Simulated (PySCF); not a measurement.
# Unknowns

All values are calculated (PySCF 2.14.0 with density-fitted response routines): GIAO PBE0/pcSseg-1 shieldings, structure optimised with PBE0-D3(BJ)/def2-SVP, couplings computed with B3LYP/pcJ-1. Non-relativistic Hamiltonian, equivalent nuclei averaged, in vacuum, a single conformation.

Scale: $^{1}$H (σ = 31.27 ppm), $^{13}$C (σ = 184.41 ppm) vs TMS (reference shieldings calculated alike). Multiplet labels drop J under 1 Hz and among equivalent protons, and merge close values. Unscaled 3J(H,H) run several per cent high. Where no couplings were computed, multiplicities follow the n + 1 count of equivalent neighbours, and m marks all less simple cases (inequivalent or close neighbours, rings, F or P nearby). One-bond C–F couplings are unscaled and too large by tens of Hz. Couplings to H on boron are left out. Carbons bonded to boron are broad in practice. Shifts are as computed. Against solution values, carbons near 30 ppm lie about +2 ppm off and those near 130 ppm about +5 ppm. Of 1313 compounds with measured shifts, 239 miss one by over three times the rms of a fit or turn the order of signals round; such compounds aren't used in these exercises. OH and NH positions are gas-phase values without hydrogen bonding to other molecules.

Q: C3H3F. $^{1}$H NMR (600 MHz, computed): δ 5.13 (dt, J = 6.8, 3.1 Hz, 1H), 2.06 (dd, J = 6.5, 3.1 Hz, 2H). $^{13}$C{$^{1}$H} NMR (computed): δ 152.2 (C, d, J = 497.4 Hz), 72.6 (CH, d, J = 27.8 Hz), 21.1 (CH2, d, J = 15.2 Hz). Give a structure.

A: `InChI=1S/C3H3F/c4-3-1-2-3/h1H,2H2`. Rings plus π bonds: 2 (1 ring in the answer). 3 carbon signals for 3 carbons: no two carbons are equivalent. Carbon types of the structure: 1 × C, 1 × CH, 1 × CH2, which accounts for all hydrogens. δC 152.2: fully substituted alkene carbon; the olefinic region. δC 72.6: alkene CH. δC 21.1: three-membered-ring carbon; carbons of three-membered rings are unusually shielded. δH 5.13: hydrogen on an alkene CH; attached to an sp2 carbon and in the plane of the double bond. The protons at 5.13 and 2.06 share a coupling of 3.1 Hz (vicinal).

Q: C4H16BNOSi. $^{1}$H NMR (400 MHz, computed): δ 4.16 (s, 2H), 2.82 (br s, 2H), 1.87 (br, 3H), 0.13 (s, 9H). $^{13}$C{$^{1}$H} NMR (computed): δ 76.2 (CH2), -1.1 (CH3). Identify the compound.

A: SMILES C([NH2+][BH3-])O[Si](C)(C)C. 2 carbon signals for 4 carbons: some carbons are equivalent by symmetry or fast rotation. Carbon types of the structure: 1 × CH2, 3 × CH3, leaving 5 H on heteroatoms. δC 76.2: sp3 CH2 bonded to N and O; 2 electronegative neighbours deshield it. δC -1.1: methyl carbon bonded to Si; an electropositive neighbour leaves it electron-rich and shielded. δH 4.16: hydrogen on an sp3 CH2 bonded to N and O; its carbon carries N and O, hence the downfield position. δH 0.13: hydrogen on a methyl carbon bonded to Si; an electropositive neighbour shields it, as in TMS itself.

This is the structure that produced the data.
